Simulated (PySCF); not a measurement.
# Spin states and ions at one geometry of [Pb(SH)3]+

PySCF 2.14.0, RKS TPSS, Pb def2-SVP with ECP60, S def2-SVP, H def2-SVP; non-relativistic Hamiltonian with scalar-relativistic core potentials where named; density fitting; no spin-orbit coupling; singlets restricted, open shells unrestricted. The geometry is relaxed for charge +1, singlet, vacuum:

```xyz
7

Pb    0.0000    0.0000    0.4676
S     2.4237    0.5336    0.4652
H     2.7843   -0.7805    0.4706
S    -1.6740    1.8321    0.4652
H    -0.7162    2.8015    0.4706
S    -0.7497   -2.3658    0.4652
H    -2.0681   -2.0210    0.4706
```

Energies count from the relaxed state; an electron taken off or put on is at rest in vacuum. Charges and spins are Mulliken's.

| state | energy (eV) | spin squared | charge on Pb1 (e) | spin on Pb1 (e) | dipole about the centre of mass (D) |
| --- | --- | --- | --- | --- | --- |
| charge +1, singlet, vacuum | 0.00 | 0.00 | 0.73 | 0.00 | 0.01 |
| charge +1, triplet, vacuum | 1.76 | 2.01 | 0.66 | 0.10 | 0.90 |

Q: What does the state charge 0, doublet, vacuum give?

A: energy (eV) -7.06, spin squared 0.75, charge on Pb1 (e) 0.55, spin on Pb1 (e) 0.15, dipole about the centre of mass (D) 0.01.

With an electron put on (doublet) the charges change, summed by element, by Pb -0.18 e, S -0.65 e, H -0.17 e. The vertical electron affinity is 7.06 eV, against −ε(LUMO) = 9.63 eV of the relaxed state.

Open shells may have lower solutions than those found. Hard to converge, so the more doubtful: charge +1, triplet, vacuum.

No frequency check is given that shows the relaxed geometry to be a minimum.
